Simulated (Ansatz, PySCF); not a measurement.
C2H12OSi3, SMILES CCO[SiH2][SiH2][SiH3]. Atoms are numbered in the order given.

```xyz
18

C     -2.8782     0.9869    -0.9216
C     -2.0722    -0.1204    -0.2813
O     -1.3144     0.4176     0.7927
Si    -0.1545    -0.4758     1.6057
Si     1.5409    -1.0469     0.0722
Si     1.7894     0.8265    -1.3215
H     -3.4880     0.5953    -1.7504
H     -3.5475     1.4486    -0.1798
H     -2.2105     1.7687    -1.3148
H     -1.4000    -0.5876    -1.0326
H     -2.7412    -0.9217     0.0920
H     -0.7619    -1.6821     2.2592
H      0.3982     0.4254     2.6556
H      1.1858    -2.2467    -0.7525
H      2.8262    -1.3355     0.7857
H      2.9315     0.6693    -2.2740
H      2.0253     2.0437    -0.4866
H      0.5380     1.0303    -2.1149
```
Charge 0, spin multiplicity 1.

The structure is a stationary point at r2SCAN-D4/def2-SVP. The structure was generated by enumeration, and PubChem lists no compound with its InChIKey, so it may never have been made. The values are those of a single conformer.

Vertical ionisation energy (IE) and electron affinity (EA) in eV. Rows of orbital energies are one-electron estimates. Where ΔSCF, EOM or ADC give a negative EA the extra electron is unbound and the value depends on the basis.

```tsv
level	IE	EA
−ε(HOMO), −ε(LUMO), CAM-B3LYP/def2-TZVP (PySCF)	[?]	[?]
−ε(HOMO), −ε(LUMO), PBE/def2-TZVP (PySCF)	6.28	1.31
ΔSCF, CAM-B3LYP/def2-SVPD (Ansatz), final states of multiplicity 2 and 2	9.42	-1.13
ΔSCF, PBE/def2-SVPD (Ansatz), final states of multiplicity 2 and 2	8.85	-0.72
```

Q: Fill in the missing entries. (An estimate is asked for; the answer gives what the named calculation found.)

A: 
- −ε(HOMO), −ε(LUMO), CAM-B3LYP/def2-TZVP (PySCF), IE: 8.78
- −ε(HOMO), −ε(LUMO), CAM-B3LYP/def2-TZVP (PySCF), EA: -0.60

Q: What vertical singlet–triplet gap does ΔSCF give with CAM-B3LYP/def2-SVPD (Ansatz, an electronic-structure program) and with PBE/def2-SVPD (Ansatz)? (Estimate from the structure and the level; the computed values follow.)

A: 5.56 and 4.81 eV (triplet above singlet where positive).
